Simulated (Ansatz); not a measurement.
Saddle point of BNH4F2, closed shell (BNH₂F₂ ([NH2][B]([F])[F]) + H₂ → BHF₂ ([F][BH][F]) + NH₃ (still joined by a long B–N bond); bonds formed: B1–H6, N2–H5; bonds broken: H5–H6; bonds weakened to dative contacts: B1–N2), PBE0-D4/def2-TZVP structure:

```
atom    x (Å)    y (Å)    z (Å)
  B1  -0.6185  -0.2532  -0.0339
  N2   0.9066   0.0224  -0.0388
  F3  -1.1482  -0.4591  -1.2565
  F4  -1.0392  -1.0276   0.9865
  H5   0.0472   1.0104   0.2520
  H6  -0.9773   1.0855   0.3228
  H7   1.4540  -0.3932   0.7007
  H8   1.3755   0.0148  -0.9327
```

Energies are electronic, without zero-point energy. Barriers and step energies count from the start structure reached by relaxing down the imaginary mode; all methods use the PBE0-D4 structures, on which another method's saddle can fall below an end. Computed with Ansatz 0.2.0 (basis: def2-TZVPP, with def2-QZVPP for the basis limit); correlated methods freeze the cores. B3LYP uses VWN-RPA correlation. Extrapolation: Hartree–Fock as exp(−7.88 √X), correlation as X^−2.97.

```csv
method,barrier (eV),step energy (eV)
SPW92,1.290,-0.089
PBE-D4,1.679,0.134
BLYP-D4,1.955,0.283
r2SCAN-D4,1.814,0.162
B97M-V,1.919,0.206
PBE0-D4,1.792,0.096
B3LYP-D4,2.011,0.232
r2SCAN0-D4,1.886,0.127
BHLYP-D4,2.150,0.187
CAM-B3LYP-D4,?,0.172
wB97X-V,1.957,0.123
wB97M-V,1.965,0.165
B2PLYP,?,0.201
PBE-QIDH,?,0.082
RPA on PBE,2.031,0.136
HF,2.618,0.337
MP2,2.012,0.150
CCSD,2.108,0.141
CCSD(T),2.031,0.131
```

**Question.** Fill in the withheld barriers. (An estimate is asked for; the value comes from the calculation.)

**Answer.** By the calculation: B2PLYP 2.042; PBE-QIDH 1.913; CAM-B3LYP-D4 1.993 eV. Each is the energy of the saddle less that of the start structure, by the same method.

For comparison, the barrier by CCSD(T) at an estimated basis limit (MP2 extrapolated from triple and quadruple zeta, plus CCSD(T) − MP2 in triple zeta) is 2.042 eV.

T1 diagnostic: at most 0.012.

Labels in which every atom is bracketed show which atoms are joined, not bond orders.

For scale, one of the runs: CCSD(T)/def2-TZVPP, 180 basis functions, launched by `ansatz run in.yaml --threads 2 --pin off --events-out ev --progress --plain --max-ram 4352MiB`. Hardware: 2 CPU threads of an Intel Xeon Platinum 8488C, shared host. Wall time 40 s; peak host memory 1.9 GiB.
